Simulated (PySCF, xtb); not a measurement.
BH₂O₃, SMILES OB(O)[O] (connectivity only; charge and spin as stated), charge -1, multiplicity 1.

The structure is a stationary point at ωB97X-D3(BJ)/def2-SVPD. The multiplicity is an assumed one; other spin states were not compared. The isomer is the one that the SMILES or the coordinates give; other isomers of the formula were not compared. The values are those of a single conformer.

Level of theory: PySCF with IEF-PCM-PBE0/def2-SVPD.

The values are the electrostatic part of the solvation free energy, E(continuum) − E(gas) at the gas-phase geometry, in a cavity of scaled van der Waals radii (PySCF's table); cavitation and dispersion terms are not included. In vacuum the orbital gap is 4.76 eV.

```tsv
solvent	ε	ΔG(elec) (kcal/mol)	gap (eV)
water	78.36	-74.8	6.90
1-octanol	9.86	-67.0	6.67
cyclohexanone	15.62	?	?
```

Question: Some entries are withheld; supply them. (An estimate is asked for; the answer gives what the named calculation found.)

Answer: 
- cyclohexanone, ΔG(elec) (kcal/mol): -70.3
- cyclohexanone, gap (eV): 6.77

For comparison, GFN2-xTB/ALPB(water) (xtb, at the GFN2-xTB geometry, all terms of that model) gives -71.3 kcal/mol.
